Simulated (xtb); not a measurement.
H$_{2}$S$_{2}$, charge +1, doublet, geometry from GFN2-xTB (a state made from the parent by changing its charge; the spin is typed, not shown lowest); GFN2-xTB with ALPB(benzene) in xtb.

Input for xtb:
```
$ xtb mol.xyz --gfn 2 --chrg 1 --uhf 1 --alpb benzene --json

# file mol.xyz
4

S     -0.80955851    -0.03765018     0.59460666
S      0.80955851     0.03765018    -0.59460666
H     -1.71863123    -0.08126760    -0.40514565
H      1.71863123     0.08126760     0.40514566
```

Predict the main parts of the log of this xtb run.


```
   ID    Z sym.   atoms
    1   16 S      1, 2
    2    1 H      3, 4

           -------------------------------------------------
          |                Calculation Setup                |
           -------------------------------------------------

           -------------------------------------------------
          |                 G F N 2 - x T B                 |
           -------------------------------------------------

      * Solvation model:               ALPB
        Solvent                        benzene
        Parameter file                 internal GFN2-xTB/ALPB
        Dielectric constant                7.0000E+00
        Reference state                gsolv [1 M gas/solution]
        Free energy shift                  4.6744E-03 Eh       2.9333E+00 kcal/mol
        Temperature                        2.9815E+02 K
        Density                            8.6700E-01 kg/L
        Solvent mass                       7.8110E+01 g/mol
        Interaction kernel             P16
        Born radius scaling (c1)           1.6914E+00
        Born radii integrator          GBOBC
        Born offset                        0.0000E+00 a0       0.0000E+00 AA
        H-bond correction              false
        Ion screening                  false
        Surface tension                    1.0000E-05 Eh       1.5569E+01 dyn/cm
        Grid points                               230 per atom

          ...................................................
          :                      SETUP                      :
          :.................................................:
          :  # basis functions                  22          :
          :  # atomic orbitals                  20          :
          :  # shells                            8          :
          :  # electrons                        13          :
          :  max. iterations                   250          :
          :  Hamiltonian                  GFN2-xTB          :
          :  restarted?                      false          :
          :  GBSA solvation                   true          :
          :  PC potential                    false          :
          :  electronic temp.          300.0000000     K    :
          :  accuracy                    1.0000000          :
          :  -> integral cutoff          0.2500000E+02      :
          :  -> integral neglect         0.1000000E-07      :
          :  -> SCF convergence          0.1000000E-05 Eh   :
[...]
         :: total energy              -7.095719913543 Eh    ::
[...]
        17                         -0.0281681              -0.7665
        18                          0.1820268               4.9532
       ...                                ...                  ...
        20                          0.4976348              13.5413
      -------------------------------------------------------------
                  HL-Gap            0.1184849 Eh            3.2241 eV
             Fermi-level           -0.4559962 Eh          -12.4083 eV

     #   Z          covCN         q      C6AA      α(0)
     1  16 S        1.900     0.264   130.746    19.245
     2  16 S        1.900     0.264   130.746    19.245
     3   1 H        0.921     0.236     0.933     1.511
     4   1 H        0.921     0.236     0.933     1.511

 Mol. C6AA /au·bohr⁶  :        614.925677
 Mol. C8AA /au·bohr⁸  :      27813.358786
 Mol. α(0) /au        :         41.511624

Wiberg/Mayer (AO) data.
largest (>0.10) Wiberg bond orders for each atom

 ---------------------------------------------------------------------------
     #   Z sym  total        # sym  WBO       # sym  WBO       # sym  WBO
 ---------------------------------------------------------------------------
     1  16 S    2.568 --     2 S    1.632     3 H    0.919
     2  16 S    2.568 --     1 S    1.632     4 H    0.919
     3   1 H    0.944 --     1 S    0.919
     4   1 H    0.944 --     2 S    0.919
 ---------------------------------------------------------------------------

Topologies differ in total number of bonds
Writing topology from bond orders to xtbtopo.mol

molecular dipole:
                 x           y           z       tot (Debye)
 q only:        0.000       0.000       0.000
   full:       -0.000      -0.000      -0.000       0.000
molecular quadrupole (traceless):
                xx          xy          yy          xz          yz          zz
 q only:        5.738       0.440      -3.566       0.401       0.020      -2.172
  q+dip:        6.238       0.459      -3.452       1.983       0.094      -2.786
   full:        6.664       0.495      -3.786       1.647       0.078      -2.878

           -------------------------------------------------
          | TOTAL ENERGY               -7.095719913543 Eh   |
          | GRADIENT NORM               0.000946245659 Eh/α |
          | HOMO-LUMO GAP               3.224138992016 eV   |
           -------------------------------------------------

normal termination of xtb
```
